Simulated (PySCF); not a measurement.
# Telling isomers of C₆H₁₃BO₂ apart by NMR

[PySCF: PBE0-D3(BJ)/def2-SVP geometry; shielding tensors at PBE0/pcSseg-1 (GIAO); one averaged value for each set of equivalent atoms; in vacuum; single conformer; non-relativistic]

δ = σ(ref) − σ, references computed at the same level: $^{1}$H and $^{13}$C vs TMS. Where no couplings were computed, multiplicities follow the n + 1 count of equivalent neighbours, and m marks all less simple cases (inequivalent or close neighbours, rings, F or P nearby). Carbons bonded to boron are broad in practice. Shifts are as computed. Against solution values, carbons near 30 ppm lie about +2 ppm off and those near 130 ppm about +5 ppm. Of 1211 compounds with measured shifts, 218 miss one by over three times the rms of a fit or turn the order of signals round; such compounds aren't used in these exercises.

(1) Tabulate the signals of `C/C=C/CB(OC)OC`, `CC(C)(C)B1OCCO1`, `C=C(CC)B(OC)OC` and their relative energies.

(2) What is the quickest way to tell C/C=C/CB(OC)OC from CC(C)(C)B1OCCO1?

(3) What is the quickest way to tell C/C=C/CB(OC)OC from C=C(CC)B(OC)OC?

(4) What is the quickest way to tell CC(C)(C)B1OCCO1 from C=C(CC)B(OC)OC?

Answers

(1) 
```json
{"SMILES": "C/C=C/CB(OC)OC", "carbon types": "2×CH 1×CH2 3×CH3", "δC": "136.8, 130.6, 51.7, 21.2, 20.9", "δH": "5.81 (m, 1H), 5.33 (m, 1H), 3.57 (s, 6H), 1.71 (d, 3H), 1.50 (d, 2H)", "E rel. (kcal/mol)": "20.8"}
{"SMILES": "CC(C)(C)B1OCCO1", "carbon types": "1×C 2×CH2 3×CH3", "δC": "68.2, 28.0, 16.2", "δH": "4.10 (s, 4H), 0.96 (s, 9H)", "E rel. (kcal/mol)": "0.0"}
{"SMILES": "C=C(CC)B(OC)OC", "carbon types": "1×C 2×CH2 3×CH3", "δC": "156.8, 132.4, 53.2, 35.7, 16.8", "δH": "5.89 (br s, 1H), 5.44 (br s, 1H), 3.70 (s, 6H), 2.17 (q, 2H), 0.89 (t, 3H)", "E rel. (kcal/mol)": "22.7"}
```

Energies are electronic energies at PBE0/pcSseg-1 on these geometries, without zero-point or thermal terms, each for the one conformer computed, which needn't be the lowest.

(2) Count the carbon signals: 5 against 3. The first has an alkene CH at 136.8 ppm, the second a fully substituted sp3 carbon bonded to B (C) at 16.2 ppm. Their most deshielded carbons lie at 136.8 and 68.2 ppm. In the proton spectra the most deshielded non-exchanging signals are 5.81 (m, 1H) and 4.10 (s, 4H).

(3) Both give the same number of carbon signals, but DEPT or the intensities differ. The first has an alkene CH at 136.8 ppm, the second a fully substituted alkene carbon (C) at 156.8 ppm.

(4) Count the carbon signals: 3 against 5. The first has a fully substituted sp3 carbon bonded to B (C) at 16.2 ppm, the second a fully substituted alkene carbon (C) at 156.8 ppm. Their most deshielded carbons lie at 68.2 and 156.8 ppm. In the proton spectra the most deshielded non-exchanging signals are 4.10 (s, 4H) and 5.89 (br s, 1H).
